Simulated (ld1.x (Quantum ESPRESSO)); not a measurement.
## An all-electron radial function and its pseudo partner (hafnium)

Columns: radius, all-electron u(r) and pseudo u(r) of the 5d shell (level -2.32 eV) of hafnium in the configuration [Xe] 4f14 5d2.5 6s1.5 6p0; PBEsol, scalar-relativistic, PAW scheme, ld1.x (Quantum ESPRESSO) 7.5.

```json
{"r (bohr)": "0.210", "all-electron": "0.0242", "pseudo": "0.0055"}
{"r (bohr)": "0.420", "all-electron": "-0.2619", "pseudo": "0.0407"}
{"r (bohr)": "0.630", "all-electron": "-0.0521", "pseudo": "0.1218"}
{"r (bohr)": "0.840", "all-electron": "0.2330", "pseudo": "0.2439"}
{"r (bohr)": "1.050", "all-electron": "0.4411", "pseudo": "0.3836"}
{"r (bohr)": "1.260", "all-electron": "0.5641", "pseudo": "0.5099"}
{"r (bohr)": "1.470", "all-electron": "0.6239", "pseudo": "0.5975"}
{"r (bohr)": "1.680", "all-electron": "0.6424", "pseudo": "0.6371"}
{"r (bohr)": "1.890", "all-electron": "0.6357", "pseudo": "0.6371"}
{"r (bohr)": "2.100", "all-electron": "0.6145", "pseudo": "0.6150"}
{"r (bohr)": "2.310", "all-electron": "0.5858", "pseudo": "0.5858"}
{"r (bohr)": "2.520", "all-electron": "0.5534", "pseudo": "0.5534"}
{"r (bohr)": "2.730", "all-electron": "0.5198", "pseudo": "0.5198"}
{"r (bohr)": "2.940", "all-electron": "0.4861", "pseudo": "0.4861"}
{"r (bohr)": "3.150", "all-electron": "0.4531", "pseudo": "0.4531"}
{"r (bohr)": "3.360", "all-electron": "0.4212", "pseudo": "0.4212"}
{"r (bohr)": "3.570", "all-electron": "0.3906", "pseudo": "0.3906"}
{"r (bohr)": "3.780", "all-electron": "0.3614", "pseudo": "0.3614"}
{"r (bohr)": "3.990", "all-electron": "0.3338", "pseudo": "0.3338"}
{"r (bohr)": "4.200", "all-electron": "0.3077", "pseudo": "0.3077"}
{"r (bohr)": "4.410", "all-electron": "0.2831", "pseudo": "0.2831"}
{"r (bohr)": "4.620", "all-electron": "0.2602", "pseudo": "0.2602"}
{"r (bohr)": "4.830", "all-electron": "0.2388", "pseudo": "0.2388"}
{"r (bohr)": "5.040", "all-electron": "0.2189", "pseudo": "0.2189"}
{"r (bohr)": "5.250", "all-electron": "0.2005", "pseudo": "0.2005"}
{"r (bohr)": "5.460", "all-electron": "0.1835", "pseudo": "0.1835"}
```

Question: How many radial nodes do the two functions have?

Answer: The all-electron 5d function has n − l − 1 = 2; the pseudo-wave has 0, since the states of the same l below it are removed with the core.

Question: At about which radius was the pseudo-wave matched?

Answer: 2.25 bohr, where the columns begin to agree (steps of 0.21 bohr).

Question: Where does each function peak?

Answer: Outermost all-electron maximum near 1.68 bohr, pseudo maximum near 1.68 bohr (to the table’s step).

Question: Is the pseudo-wave norm-conserving?

Answer: No, it belongs to a PAW set: the norm inside the radius is not constrained, and the difference is carried by the augmentation charge.
